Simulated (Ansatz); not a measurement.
Reaction (cleavage of the Si–B bond): `BB(N)[SiH3]` + `N[SiH2]S` → `[SiH3]N[SiH2]S` + `BBN`

Program: Ansatz. Geometries: PBE0-D4/def2-TZVP. ΔE: electronic, gas phase. CCSD(T)/CBS is the MP2 limit (def2-TZVPP, def2-QZVPP) plus CCSD(T) − MP2 in def2-TZVPP, frozen cores. DFT in def2-TZVPP. One conformer a species, not always the lowest.

```csv
species,PBE energy (Eh)
`BB(N)[SiH3]`,-397.87663
`N[SiH2]S`,-745.15074
`[SiH3]N[SiH2]S`,-1035.71585
`BBN`,-107.32846
```

(1) Work out ΔE.

Largest T1 diagnostic among the species: 0.014.

Answers

(1) ΔE = (-1035.71585) + (-107.32846) − (-397.87663) − (-745.15074) = -0.01694 Eh = -0.46 eV. CCSD(T)/CBS gives -0.70 eV.

In def2-TZVPP, CCSD(T) changes the Hartree–Fock value by +0.21 eV (the triples alone add +0.03 eV) and MP2 by +0.14 eV. From PBE to PBE0 (25 % exact exchange), in def2-TZVPP and without D4, ΔE moves by −0.09 eV.
